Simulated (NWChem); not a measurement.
Program: NWChem. System: bromine monochloride (BrCl), charge 0, spin multiplicity 1, at a geometry optimised with B3LYP/def2-SVP. Level: CR-EOMCCSD(T)/def2-SVPD, 14 core orbitals frozen.

NWChem printed:

```
             Northwest Computational Chemistry Package (NWChem) 7.3.0
             --------------------------------------------------------

                                NWChem Input Module
                                -------------------

 Scaling coordinates for geometry "geometry" by  1.889725989
 (inverse scale =  0.529177249)

 Turning off AUTOSYM since
 SYMMETRY directive was detected!

                             Geometry "geometry" -> ""
                             -------------------------

 Output coordinates in angstroms (scale by  1.889725989 to convert to a.u.)

  No.       Tag          Charge          X              Y              Z
 ---- ---------------- ---------- -------------- -------------- --------------
    1 Cl                  17.0000     0.00000000     0.00000000     1.47757800
    2 Br                  35.0000     0.00000000     0.00000000    -0.71768100

 Effective nuclear repulsion energy (a.u.)     143.4274785594

            Nuclear Dipole moment (a.u.)
            ----------------------------
        X                 Y               Z
 ---------------- ---------------- ----------------
     0.0000000000     0.0000000000    -0.0000170075

      Symmetry information
      --------------------

 Group name             C2v
 Group number             16
 Group order               4
 No. of unique centers     2

      Symmetry unique atoms

     1    2


 Summary of "ao basis" -> "" (spherical)
 ------------------------------------------------------------------------------
       Tag                 Description            Shells   Functions and Types
 ---------------- ------------------------------  ------  ---------------------
 *                         def2-svpd                  on all atoms

 Summary of "ao basis" -> "ao basis" (spherical)
 ------------------------------------------------------------------------------
       Tag                 Description            Shells   Functions and Types
 ---------------- ------------------------------  ------  ---------------------
 Cl                        def2-svpd                11       27   5s4p2d
 Br                        def2-svpd                15       41   6s5p4d

                                 NWChem SCF Module
                                 -----------------

  ao basis        = "ao basis"
  functions       =    68
  atoms           =     2
  closed shells   =    26
  open shells     =     0
  charge          =   0.00
  wavefunction    = RHF
  use symmetry    = T
  symmetry adapt  = T

 Summary of "ao basis" -> "ao basis" (spherical)
 ------------------------------------------------------------------------------
       Tag                 Description            Shells   Functions and Types
 ---------------- ------------------------------  ------  ---------------------
 Cl                        def2-svpd                11       27   5s4p2d
 Br                        def2-svpd                15       41   6s5p4d

      Symmetry analysis of basis
      --------------------------

        a1         32
        a2          6
        b1         15
        b2         15

 Forming initial guess at       0.0s

      Superposition of Atomic Density Guess
      -------------------------------------

 Sum of atomic energies:       -3031.41788438

      Non-variational initial energy
      ------------------------------

 Total energy =   -3031.480387
 1-e energy   =   -4502.552711
 2-e energy   =    1327.644846
 HOMO         =      -0.343986
 LUMO         =      -0.145509

      Symmetry analysis of molecular orbitals - initial
      -------------------------------------------------

 !! scf_movecs_sym_adapt:   42 vectors were symmetry contaminated

  Symmetry fudging

 !! scf_movecs_sym_adapt:   42 vectors were symmetry contaminated

  Numbering of irreducible representations:

     1 a1          2 a2          3 b1          4 b2

  Orbital symmetries:

     1 a1          2 a1          3 a1          4 a1          5 b1
     6 b2          7 a1          8 a1          9 a1         10 b2
    11 b1         12 a1         13 b1         14 b2         15 a1
    16 b2         17 b1         18 a1         19 a2         20 a1
    21 a1         22 a1         23 b2         24 b1         25 b1
[...]
    27a1  (alpha)    27a1  (beta ) ---    24b1  (alpha)    23b2  (beta )        0.2410351239
    27a1  (alpha)    27a1  (beta ) ---    24b1  (alpha)    25b2  (beta )        0.1064573227
    27a1  (alpha)    27a1  (beta ) ---    26b1  (alpha)    23b2  (beta )        0.1064573227
    27a1  (alpha)    27a1  (beta ) ---    26b1  (alpha)    25b2  (beta )       -0.5870668935
    27a1  (alpha)    28a1  (beta ) ---    26b1  (alpha)    25b2  (beta )        0.1372974161
    28a1  (alpha)    27a1  (beta ) ---    26b1  (alpha)    25b2  (beta )        0.1372974161
    27a1  (alpha)    27a1  (beta ) ---    23b2  (alpha)    24b1  (beta )        0.2410351239
    27a1  (alpha)    27a1  (beta ) ---    23b2  (alpha)    26b1  (beta )        0.1064573227
    27a1  (alpha)    27a1  (beta ) ---    25b2  (alpha)    24b1  (beta )        0.1064573227
    27a1  (alpha)    27a1  (beta ) ---    25b2  (alpha)    26b1  (beta )       -0.5870668935
    27a1  (alpha)    28a1  (beta ) ---    25b2  (alpha)    26b1  (beta )        0.1372974161
    28a1  (alpha)    27a1  (beta ) ---    25b2  (alpha)    26b1  (beta )        0.1372974161
======= CR-EOMCCSD(T) calculation ======
corresponding R0 value =     0.000000

CR-EOMCCSD(T) Intermediates cpu wall time             0.4            0.4
 creom_N i2_1 nr of boxes                   168
 creom_N i2_2 nr of boxes                   168
 creom_N i2_3 nr of boxes                   168
 creom_N i2_4 nr of boxes                   168

CR-EOMCCSD(T) triples loop cpu wall             1.4            1.4

 CR-EOMCCSD(T)  total energy / hartree       =     -3031.577305346876983
 CR-EOMCCSD(T)  excitation energy (eV)       =      6.86218

 =========================================
 Excited-state calculation ( b1  symmetry)
 =========================================
 Dim. of EOMCC iter. space      500

 EOMCCSD SOLVER TYPE  1
  maxdiff =   0.41869769272758278

 No. of initial right vectors    1

 EOM-CCSD right-hand side iterations
 --------------------------------------------------------------
      Residuum       Omega / hartree  Omega / eV    Cpu    Wall
 --------------------------------------------------------------

 Iteration   1 using    1 trial vectors
   0.5444234836431   0.2300411515759    6.25974     0.3     0.3

 Iteration   2 using    2 trial vectors
   0.1219578784048   0.1257794691489    3.42263     0.2     0.2

 Iteration   3 using    3 trial vectors
   0.0575221693774   0.1183257060302    3.21981     0.2     0.2

 Iteration   4 using    4 trial vectors
   0.0205440510877   0.1158559541088    3.15260     0.2     0.2

 Iteration   5 using    5 trial vectors
   0.0077386960726   0.1155109811180    3.14322     0.2     0.2

 Iteration   6 using    6 trial vectors
   0.0047790642306   0.1153904781969    3.13994     0.2     0.2

 Iteration   7 using    7 trial vectors
   0.0040044563252   0.1153768363884    3.13956     0.2     0.2

 Iteration   8 using    8 trial vectors
   0.0020644973390   0.1153790416314    3.13962     0.2     0.2

 Iteration   9 using    9 trial vectors
   0.0007559239713   0.1153835340383    3.13975     0.2     0.2

 Iteration  10 using   10 trial vectors
   0.0002183676191   0.1153824951126    3.13972     0.2     0.2

 Iteration  11 using   11 trial vectors
   0.0000657084731   0.1153824622299    3.13972     0.2     0.2

 Iteration  12 using   12 trial vectors
   0.0000209025871   0.1153828711138    3.13973     0.2     0.2

 Iteration  13 using   13 trial vectors
   0.0000066892776   0.1153829099468    3.13973     0.2     0.2
 --------------------------------------------------------------
 Iterations converged
 ------------------

 Excited state root  1
 Excitation energy / hartree =        0.115382909946835
                   / eV      =        3.139730065733948
 largest EOMCCSD amplitudes: R1 and R2

 Singles contributions
    27a1  (alpha) ---    26b1  (alpha)       -0.9065859796
    28a1  (alpha) ---    26b1  (alpha)        0.2101478345

 Doubles contributions
    27a1  (alpha)    27a1  (beta ) ---    22a1  (alpha)    24b1  (beta )       -0.1162543277
    27a1  (alpha)    27a1  (beta ) ---    24b1  (alpha)    22a1  (beta )       -0.1162543277
======= CR-EOMCCSD(T) calculation ======
corresponding R0 value =     0.000000

CR-EOMCCSD(T) Intermediates cpu wall time             0.4            0.4
 creom_N i2_1 nr of boxes                   168
 creom_N i2_2 nr of boxes                   168
 creom_N i2_3 nr of boxes                   168
 creom_N i2_4 nr of boxes                   168

CR-EOMCCSD(T) triples loop cpu wall             1.4            1.4

 CR-EOMCCSD(T)  total energy / hartree       =     -3031.719669348798561
 CR-EOMCCSD(T)  excitation energy (eV)       =      2.98825

 =========================================
 Excited-state calculation ( b2  symmetry)
 =========================================
 Dim. of EOMCC iter. space      500

 EOMCCSD SOLVER TYPE  1
  maxdiff =   0.41869769272758506

 No. of initial right vectors    1

 EOM-CCSD right-hand side iterations
 --------------------------------------------------------------
      Residuum       Omega / hartree  Omega / eV    Cpu    Wall
 --------------------------------------------------------------

 Iteration   1 using    1 trial vectors
   0.5444234836431   0.2300411515760    6.25974     0.3     0.3

 Iteration   2 using    2 trial vectors
   0.1219578784048   0.1257794691489    3.42263     0.2     0.2

 Iteration   3 using    3 trial vectors
   0.0575221693774   0.1183257060302    3.21981     0.2     0.2

 Iteration   4 using    4 trial vectors
   0.0205440510877   0.1158559541088    3.15260     0.2     0.2

 Iteration   5 using    5 trial vectors
   0.0077386960726   0.1155109811180    3.14322     0.2     0.2

 Iteration   6 using    6 trial vectors
   0.0047790642306   0.1153904781970    3.13994     0.2     0.2

 Iteration   7 using    7 trial vectors
   0.0040044563252   0.1153768363884    3.13956     0.2     0.2

 Iteration   8 using    8 trial vectors
   0.0020644973390   0.1153790416314    3.13962     0.2     0.2

 Iteration   9 using    9 trial vectors
   0.0007559239713   0.1153835340383    3.13975     0.2     0.2

 Iteration  10 using   10 trial vectors
   0.0002183676191   0.1153824951126    3.13972     0.2     0.2

 Iteration  11 using   11 trial vectors
   0.0000657084731   0.1153824622299    3.13972     0.2     0.2

 Iteration  12 using   12 trial vectors
   0.0000209025871   0.1153828711138    3.13973     0.2     0.2

 Iteration  13 using   13 trial vectors
   0.0000066892776   0.1153829099468    3.13973     0.2     0.2
 --------------------------------------------------------------
 Iterations converged
 ------------------

 Excited state root  1
 Excitation energy / hartree =        0.115382909946841
                   / eV      =        3.139730065734110
 largest EOMCCSD amplitudes: R1 and R2

 Singles contributions
    27a1  (alpha) ---    25b2  (alpha)       -0.9065859796
    28a1  (alpha) ---    25b2  (alpha)        0.2101478345

 Doubles contributions
    27a1  (alpha)    27a1  (beta ) ---    22a1  (alpha)    23b2  (beta )       -0.1162543277
    27a1  (alpha)    27a1  (beta ) ---    23b2  (alpha)    22a1  (beta )       -0.1162543277
======= CR-EOMCCSD(T) calculation ======
corresponding R0 value =     0.000000

CR-EOMCCSD(T) Intermediates cpu wall time             0.4            0.4
 creom_N i2_1 nr of boxes                   168
 creom_N i2_2 nr of boxes                   168
 creom_N i2_3 nr of boxes                   168
 creom_N i2_4 nr of boxes                   168

CR-EOMCCSD(T) triples loop cpu wall             1.4            1.4

 CR-EOMCCSD(T)  total energy / hartree       =     -3031.719669348798561
 CR-EOMCCSD(T)  excitation energy (eV)       =      2.98825

 Task  times  cpu:       27.5s     wall:       27.5s

 Total times  cpu:       27.5s     wall:       27.5s
```

**Question.** Write an NWChem input that would produce this output.

**Answer.** One answer among several that fit: 
```
start mol
memory heap 100 mb stack 700 mb global 1900 mb
geometry units angstroms nocenter noautoz
  Cl     0.000000     0.000000     1.477578
  Br     0.000000     0.000000    -0.717681
  symmetry group C2v
end
basis spherical
  * library def2-svpd
end
scf
  rhf
  nopen 0
  maxiter 100
  thresh 1e-7
  semidirect memsize 60000000 filesize 0
end
tce
  freeze core 14
  creomsd(t)
  nroots 1
  2eorb
  2emet 13
  thresh 1e-5
  maxiter 200
  tilesize 24
end
task tce energy
```
